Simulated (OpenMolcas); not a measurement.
A calculation on Ge2+.

```
Program             : OpenMolcas
Method              : SS-CASPT2, IPEA 0.25 Eh, imaginary shift 0.1 Eh (closed shells correlated: 3d)
Basis               : ANO-RCC-VQZP [7s6p4d2f1g]
Scalar Hamiltonian  : DKH2, point nucleus
Active space        : 2 electrons in 4 orbitals (4s 4p)
State averaging     : 2S+1 = 3 even, 3 roots; 2S+1 = 1 even, 7 roots; 2S+1 = 3 odd, 3 roots; 2S+1 = 1 odd, 3 roots
Spin-orbit coupling : RASSI with atomic mean-field integrals over the reference wave functions, term energies averaged over their components
```

(1) Which level of the active space comes out lowest?

(2) How high does 4s 4p 3P* 1 lie?

(3) How high does 4s 4p 3P* 2 lie?

(4) How high does 4p2 3P0 lie?

(5) The level at 148694 cm-1 has J = 2. What is it made of, and what is its g factor?

Measured values: Sugar and Musgrove, J. Phys. Chem. Ref. Data 22, 1213 (1993).

## Answers

(1) 4s2 1S0, with 100 % of that term; it is also the measured ground level.

(2) 61261 cm-1 above the lowest level; measured 62500 cm-1 above the ground level, so the calculation is off by -2 %.

(3) 62656 cm-1 above the lowest level; measured 64144 cm-1 above the ground level, so the calculation is off by -2 %.

(4) 146971 cm-1 above the lowest level; measured 147685 cm-1 above the ground level, so the calculation is off by 0 %.

(5) 85 % 4p2 3P2, 15 % 4p2 1D; g = 1.425, against 1.501 from Landé's formula for the pure leading term.

Over all roots computed the reference weight is 0.91 to 0.96; the roots of lowest weight are the least certain, and an intruder state may touch them. The ¹D term of p² mixes with s d, which this space lacks. Computed and measured levels are paired by configuration, term and J; levels that our copy of the source lacks, or whose pairing is in doubt (as where it misses far off the trend of its configuration), stay unpaired and out of the deviations. Only configurations of the active space appear.

* marks odd parity.
